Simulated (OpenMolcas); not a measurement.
**neutral tellurium: effect of the active space**

```yaml
Program: OpenMolcas
Method: XMS-CASPT2 or its RAS form, IPEA 0.25 Eh, imaginary shift 0.1 Eh
Basis: ANO-RCC-VTZP
Scalar_Hamiltonian: DKH2, point nucleus
Spin-orbit_coupling: RASSI with atomic mean-field integrals over the reference wave functions, term energies averaged over their components
```

A. 4 electrons in 3 orbitals (5p); 2S+1 = 3 even, 3 roots; 2S+1 = 1 even, 6 roots; closed shells correlated: 4d 5s; CASPT2 step of the order of 0.8 core-seconds
B. 6 electrons in 8 orbitals (5s 5p 6s 6p); 2S+1 = 3 even, 3 roots; 2S+1 = 1 even, 6 roots; 2S+1 = 3 odd, 3 roots (0 in the spin-orbit step); closed shells correlated: 4d; CASPT2 step about 4 core-seconds
C. 6 electrons in 9 orbitals (RAS2 5s 5p; RAS3 5d, at most 2 electrons); 2S+1 = 3 even, 3 roots; 2S+1 = 1 even, 6 roots; 2S+1 = 3 odd, 3 roots; closed shells correlated: 4d; CASPT2 step of the order of 7 core-seconds

Energies in cm⁻¹ above 5s² 5p⁴ ³P₂, the measured ground level; measured values from NIST Handbook of Basic Atomic Spectroscopic Data.

```
      Level      A      B      C  Measured
5s² 5p⁴ ³P₂    0.0    0.0    0.0       0.0
5s² 5p⁴ ³P₁   4300   4150   4180      4751
5s² 5p⁴ ³P₀   4550   4540   4550      4706
5s² 5p⁴ ¹D₂  10410  10990  10630     10558
5s² 5p⁴ ¹S₀  22900  24800  23440     23198
```

Deviations, from unrounded energies. A percentage is the sum of absolute deviations over the sum of measured energies, with the sign that they share, or ± where signs differ.

```
                        Against measurement  Levels     A     B     C
             mean absolute deviation (cm-1)       4   260   700   260
      fine structure of the ground term (%)       2  -6.4  -8.1  -7.8
other terms of the ground configuration (%)       2  -1.3  +6.0  +0.9
```

A, C lie about equally close to measurement and B furthest from it. The largest miss of C in the table is 5s² 5p⁴ ³P₁, by -570 cm-1. The ranking rests on the paired levels alone, and a cruder setting can come out closer through cancelling errors.

The two smallest mean deviations differ by little beside CASPT2's spread within terms, so their order carries little weight.

Among A to C the level of the table that moves most is 5s² 5p⁴ ¹S₀, by 1900 cm-1 (lowest in A, highest in B). Moves below CASPT2's spread within the term are not significant.

CASPT2 does not keep the components of a term degenerate, so their means are used; among the terms shown or strongly mixed into the levels shown the widest spread is 1200 cm-1 (5s² 5p⁴ ¹D, A). With the s shell closed, the reference lacks s² → p² mixing (holds for A). Some high roots are left out of the spin-orbit mixing, which shifts the levels that they would mix with (holds for B). Active for correlation alone: 6p 6s; no level in the range computed is led by a configuration that fills them, so any true level of that kind is missing (holds for B). Active for correlation alone: 5d; no level in the range computed is led by a configuration that fills it, so any true level of that kind is missing (holds for C). Computed and measured levels are paired by configuration, term and J; levels that our copy of the source lacks, or whose pairing is in doubt (as where it misses far off the trend of its configuration), stay unpaired and out of the deviations. Levels of configurations outside the active space are missing. The table leaves out levels that lie high or whose names do not pair safely across all columns.
